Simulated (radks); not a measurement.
Initial-state core-level shifts of the erbium ion Er+ when its valence configuration changes from [Xe] 4f12 6s1. All-electron calculation, Dirac Kohn-Sham, PBEsol, spin-unpolarised, spherical densities, point nucleus; open shells fill j = l - 1/2 first. Program: a radial shooting solver on a logarithmic mesh with Libxc functionals. Shifts are changes of the shell-averaged eigenvalues in eV (positive: less bound).

| valence | 3s | 4s | 4d | 5p |
|---|---|---|---|---|
| 4f11.5 5d0.5 6s1 | -3.682 | -3.583 | -3.421 | -1.602 |
| 4f12 6p1 | -1.184 | -1.196 | -1.204 | -1.236 |
| 4f11 6s1 6p1 | -11.192 | -10.961 | -10.631 | -6.561 |
| 4f11 5d1 6s1 | -7.708 | -7.454 | -7.093 | -3.192 |
| 4f12 6s0.5 6p0.5 | -0.597 | -0.602 | -0.606 | -0.623 |
| 4f13 | +6.908 | +6.879 | +6.704 | +4.238 |
| 4f11 5d1 6s0.5 6p0.5 | -8.290 | -8.040 | -7.680 | -3.775 |
| 4f12.5 6s0.5 | +3.980 | +3.946 | +3.839 | +2.379 |
| 4f12 5d1 | +1.597 | +1.623 | +1.654 | +1.686 |
